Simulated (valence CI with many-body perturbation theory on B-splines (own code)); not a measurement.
## Hyperfine factors and g values of Ir XLV

Calculated by relativistic CI+MBPT: five valence electrons over a frozen Dirac-Fock core [Ar] 3d10, radial functions for each j: 11 s, 11 p, 10 d, 8 f, 5 g, 2 h, with the one-electron correlation potential Σ1, the two-electron term Σ2, the three-electron term Σ3, Breit, model QED; selected CI, second order for the rest, scaled by the run's own slope (own B-spline code, finite nucleus).

No measured spectrum was set against this ion. As an estimate, large intervals hold to a few tenths of a per cent, small ones and those within an open d or f shell to about a per cent. Among the levels kept, up to 2200 cm⁻¹ of a level comes from second order outside the variational space, and about a tenth of that is noise between levels of different J, which matters for small intervals.

A/g_I is the dipole constant over the nuclear g factor μ/I (μ in nuclear magnetons, uniformly magnetised nucleus), B/Q the quadrupole constant per barn. Both hold the static response of the core; the bare values leave it out. Large factors of s and p1/2 electrons are usually good to 5 to 10 %; those of open d and f shells near neutrality can be off by tens of per cent, and small factors of p3/2, d and f electrons come from cancelling terms and can be off by a factor of two or in sign, in half-filled shells by more. B is blank for J = 1/2, where it vanishes, and for nearly pure S terms. Energies count from the lowest level.

Levels are named by their leading jj configuration (3d3/2^4 stands for four electrons in 3d with j = 3/2), which in mixed levels can hold well under half, so a name can repeat and another be missing. Letters in brackets count levels of one name in rising energy.

```csv
Level,E (eV),g,A/g_I (MHz),A/g_I bare,B/Q (MHz/b),B/Q bare
(4s^2 4p1/2^2 4p3/2) J=3/2,0.00,1.358,65300,62800,128000,124000
(4s^2 4p1/2 4p3/2^2) J=3/2,111.45,1.457,-42300,-41600,13800,13300
(4s^2 4p1/2 4p3/2^2) J=5/2,117.23,1.195,178000,172000,-278,-252
(4s^2 4p1/2 4p3/2^2) J=1/2,124.51,0.658,619000,600000,,
(4s^2 4p1/2^2 4d3/2) J=3/2,164.69,0.786,31000,31200,19800,19600
(4s^2 4p1/2^2 4d5/2) J=5/2,195.11,1.238,53000,52000,7150,7300
(4s 4p1/2^2 4p3/2^2) J=5/2,219.08,1.441,379000,368000,45600,44300
(4s 4p1/2^2 4p3/2^2) J=1/2,233.34,2.097,1790000,1740000,,
(4s 4p1/2^2 4p3/2^2) J=3/2,235.36,1.173,-265000,-257000,-26700,-25900
(4s^2 4p3/2^3) J=3/2,237.01,1.305,68800,66300,-142000,-137000
(4s^2 4p1/2 4p3/2 4d3/2) J=5/2 [a],275.44,0.960,134000,130000,-17200,-16500
(4s^2 4p1/2 4p3/2 4d3/2) J=3/2 [a],275.90,0.911,120000,117000,-80700,-78200
(4s^2 4p1/2 4p3/2 4d3/2) J=1/2 [a],276.14,0.199,243000,238000,,
(4s^2 4p1/2 4p3/2 4d3/2) J=7/2,281.27,1.041,130000,126000,134000,130000
(4s^2 4p1/2 4p3/2 4d3/2) J=5/2 [b],296.69,1.195,6150,6250,123000,119000
(4s^2 4p1/2 4p3/2 4d3/2) J=3/2 [b],298.14,1.197,26200,25300,12300,11700
(4s^2 4p1/2 4p3/2 4d3/2) J=1/2 [b],299.14,1.704,288000,278000,,
(4s^2 4p1/2 4p3/2 4d5/2) J=7/2 [a],300.37,1.310,-31300,-30100,145000,141000
(4s^2 4p1/2 4p3/2 4d5/2) J=3/2 [a],304.02,1.409,-24700,-23300,-56300,-54500
(4s^2 4p1/2 4p3/2 4d5/2) J=9/2,306.84,1.192,97600,94900,136000,132000
(4s^2 4p1/2 4p3/2 4d5/2) J=5/2 [a],307.06,1.148,165000,161000,-100000,-96800
(4s^2 4p1/2 4p3/2 4d5/2) J=7/2 [b],320.98,1.116,113000,109000,9230,9290
(4s^2 4p1/2 4p3/2 4d5/2) J=5/2 [b],321.01,1.247,-33500,-32100,20000,19700
(4s^2 4p1/2 4p3/2 4d5/2) J=3/2 [b],323.31,0.943,172000,168000,16400,16000
(4s^2 4p1/2 4p3/2 4d5/2) J=1/2,324.56,1.259,-238000,-229000,,
(4s 4p1/2 4p3/2^3) J=3/2 [a],338.40,1.474,289000,280000,-115000,-112000
(4s 4p1/2 4p3/2^3) J=5/2,346.39,1.285,485000,470000,-159000,-154000
(4s 4p1/2 4p3/2^3) J=1/2,357.14,1.333,-587000,-569000,,
(4s 4p1/2 4p3/2^3) J=3/2 [b],357.86,1.093,101000,97800,-8340,-8030
(4s^2 4p1/2^2 4f5/2) J=5/2,376.30,0.928,-4960,-4210,45700,43900
(4s 4p1/2^2 4p3/2 4d3/2) J=3/2 [a],380.05,1.317,212000,206000,-3420,-3550
(4s 4p1/2^2 4p3/2 4d3/2) J=1/2 [a],380.16,2.474,1000000,970000,,
(4s 4p1/2^2 4p3/2 4d3/2) J=5/2 [a],380.23,1.212,303000,294000,3650,3370
(4s 4p1/2^2 4p3/2 4d3/2) J=7/2,380.93,1.231,217000,211000,105000,101000
(4s^2 4p1/2^2 4f7/2) J=7/2,391.64,1.215,97100,94700,4280,3520
(4s 4p1/2^2 4p3/2 4d3/2) J=3/2 [b],393.37,0.993,94100,91700,-74900,-72500
(4s 4p1/2^2 4p3/2 4d3/2) J=1/2 [b],401.77,0.549,256000,249000,,
(4s 4p1/2^2 4p3/2 4d5/2) J=9/2,403.39,1.363,236000,229000,136000,132000
(4s 4p1/2^2 4p3/2 4d3/2) J=5/2 [b],404.91,0.906,-89900,-86600,74500,72500
(4s^2 4p3/2^2 4d3/2) J=3/2 [a],407.46,1.184,46400,44900,-55700,-54200
```

Task: Take the isotope of mass number 191, with I = 3/2, μ = 0.1502 μN and Q = 0.816 b. What is the hyperfine structure of (4s^2 4p1/2 4p3/2^2) J=1/2?

Result: From the table A = 62000 MHz. Shifts from the centre of gravity in MHz: F = 1: -77500, F = 2: 46500.
